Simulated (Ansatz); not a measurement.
Reaction (homolysis of the C–Sn bond): `[CH3][SnH2][GeH3]` → `[CH3]`• + `[GeH3][SnH2]`•

Program: Ansatz. Geometries: PBE0-D4/def2-TZVP. ΔE: electronic, gas phase. CCSD(T)/CBS is the MP2 limit (def2-TZVPP, def2-QZVPP) plus CCSD(T) − MP2 in def2-TZVPP, frozen cores. This one scheme is used for every species. Functionals use def2-TZVPP. B3LYP here is the variant with VWN-RPA as its local correlation; programs differ in this. HSE06 is defined as in plane-wave codes. Open shells (•) are unrestricted, without spin–orbit coupling. Elements past krypton have def2 core potentials. For Ge, Sn outer-core shells are correlated without core-valence functions, which leaves a few kJ/mol of doubt a bond. Scalar relativity is left out up to krypton.

```tsv
level	ΔE (kJ/mol)	difference from CCSD(T)/CBS
LDA (SPW92)	344.8	36.5
PBE-D4	290.9	-17.4
BLYP-D4	274.6	-33.7
B97M-V	294.5	-13.8
PBE0-D4	287.9	-20.4
B3LYP-D4	278.5	-29.8
r2SCANh-D4	269.1	-39.2
r2SCAN0-D4	268.0	-40.3
HSE06-D4	287.6	-20.7
BHLYP-D4	273.2	-35.1
ωB97X-V	304.1	-4.2
ωB97M-V	296.4	-11.9
B2PLYP	282.8	-25.5
PBE-QIDH	295.2	-13.1
PBE	284.3	-24.0
revPBE	263.4	-44.9
BLYP	261.2	-47.1
r2SCAN	268.1	-40.2
PBE0	282.1	-26.2
B3LYP	268.0	-40.3
r2SCANh	267.1	-41.2
r2SCAN0	265.8	-42.5
HSE06	282.1	-26.2
BHLYP	264.3	-44.0
CAM-B3LYP	279.0	-29.3
LC-ωPBE	285.6	-22.7
HF/def2-SVP	181.4	-126.9
MP2/def2-SVP	286.7	-21.6
CCSD/def2-SVP	268.5	-39.8
CCSD(T)/def2-SVP	275.3	-33.0
HF/def2-TZVPP	182.6	-125.7
MP2/def2-TZVPP	310.0	1.7
SCS-MP2/def2-TZVPP	303.9	-4.4
CCSD/def2-TZVPP	285.4	-22.9
CCSD(T)/def2-TZVPP	295.7	-12.6
HF/def2-QZVPP	182.5	-125.8
MP2/def2-QZVPP	317.2	8.9
SCS-MP2/def2-QZVPP	311.6	3.3
HF/CBS(def2)	182.4	-125.9
MP2/CBS(def2)	322.6	14.3
CCSD(T)/CBS	308.3	0
```

Largest T1 diagnostic among the species: 0.013.

In def2-TZVPP, CCSD(T) changes the Hartree–Fock value by +113.1 kJ/mol (the triples alone add +10.3 kJ/mol) and MP2 by +127.4 kJ/mol; breaking electron pairs costs correlation energy, which Hartree–Fock lacks. The D4 term adds +10.5 kJ/mol with B3LYP and +5.8 kJ/mol with PBE0; it sums over pairs of atoms, weighted by their polarisabilities, and B3LYP, whose exchange is more repulsive, gets the larger term.

CCSD(T)/CBS has its own doubt, a few kJ/mol and more with outer-core shells, so smaller differences from it don't rank the levels.
